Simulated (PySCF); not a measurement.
# How methods differ on the excitation energy of O⁺

O⁺ [He] 2s2 2p3 (4S) → O⁺ [He] 2s1 2p4 (4P), as a difference of total energies. All numbers are calculated (PySCF 2.14, scalar relativity by spin-free X2C-1e, in x2c-TZVPPall with one added diffuse shell each of s, p, d type (6s4p3d1f, 40 functions)). Correlated levels: valence: 1s2 frozen. The calculations carry no spin-orbit coupling.

| method | excitation energy (cm⁻¹) | error (cm⁻¹) |
| --- | --- | --- |
| UHF | 120700 | +765 |
| MP2 (valence) | 121010 | +1080 |
| SCS-MP2 (valence) | 121060 | +1127 |
| CCSD (valence) | 120460 | +528 |
| CCSD(T) (valence) | 120360 | +426 |

Reference: 119930 cm⁻¹ (measured; NIST levels, between the centres of gravity of the two terms).

Errors of the correlated levels include the incompleteness of this basis and the frozen core.
